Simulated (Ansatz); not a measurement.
Geometry optimisation, RKS BLYP-D4/def2-SVP in Ansatz 0.2.0.

input.yaml

```yaml
crystal:
  periodic: [false, false, false]
  atoms:
    - { symbol: B, position_ang: [-0.004571, 0.254999, -0.013006] }
    - { symbol: H, position_ang: [-0.002794, 0.393992, 1.179145] }
    - { symbol: F, position_ang: [1.135638, 0.247477, -0.687409] }
    - { symbol: F, position_ang: [-1.149212, 0.186637, -0.676574] }
    - { symbol: Cl, position_ang: [0.090851, -2.603641, 1.08289] }
    - { symbol: H, position_ang: [0.058987, -1.403164, 1.674655] }
basis:
  gaussian: { orbitals: def2-SVP }
hamiltonian:
  xc: blyp
  dispersion: d4
relax:
  f_tol: 0.03
  max_steps: 50
```

Run as:

```bash
$ ansatz run input.yaml --threads 1 --pin off --max-ram 2048MiB --backend cpu --events-out ev --progress --plain --runs-dir out
```

Problem. Where does it end, and by what steps?

Solution. The run converged. After 10 steps the energy has fallen by 0.084 eV; H6 moved furthest, 0.75 Å.

| step | energy less start (eV) | largest force component (eV/Å) | accepted |
| --- | --- | --- | --- |
| 0 | 0.0000 | 0.923 | yes |
| 1 | -0.0424 | 0.518 | yes |
| 2 | -0.0088 | 1.038 | no |
| 3 | -0.0509 | 0.453 | yes |
| 4 | -0.0643 | 0.227 | yes |
| 5 | -0.0752 | 0.144 | yes |
| 6 | -0.0819 | 0.130 | yes |
| 7 | -0.0521 | 1.102 | no |
| 8 | -0.0841 | 0.043 | yes |
| 9 | -0.0604 | 0.627 | no |
| 10 | -0.0845 | 0.027 | yes |

```xyz
6
Properties=species:S:1:pos:R:3
B -0.009 0.382 -0.104
H -0.013 0.710 1.059
F 1.131 0.282 -0.777
F -1.147 0.214 -0.766
Cl 0.084 -2.542 0.990
H 0.082 -1.971 2.158
```

Whether the end is a true minimum wasn't checked by a vibrational analysis.

Time of the run: 19 s on 1 thread of Arm Neoverse V1, on a shared host, peak memory 0.13 GiB.
